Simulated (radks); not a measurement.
Values are calculated unless marked as measured or tabulated.
Valence configurations of C+ (all share [He]). Level of theory: scalar-relativistic Kohn-Sham, PBE, spin-polarised, spherical densities, finite nucleus; open shells are filled with parallel spins first; Fermi nuclear charge, rms radius 2.4702 fm (a radial shooting solver on a logarithmic mesh with Libxc functionals). Energies are relative to 2s2 2p1; eigenvalues in eV for spin up.

valence	E (eV)	moment (Bohr magnetons)	e(2p)	e(2s)
2s2 2p1	0.000	1	-17.727	-26.508
2s1.5 2p1.5	2.991	2	-18.302	-27.141
2s1 2p2	4.817	3	-18.658	-27.537
2s0.5 2p2.5	9.249	3	-18.680	-27.528
2p3	13.665	3	-18.698	-

NIST lists [He] 2s2 2p1 as the ground configuration; this level of theory agrees among the configurations tried. The energies are those of spherical high-spin densities, not of single terms.
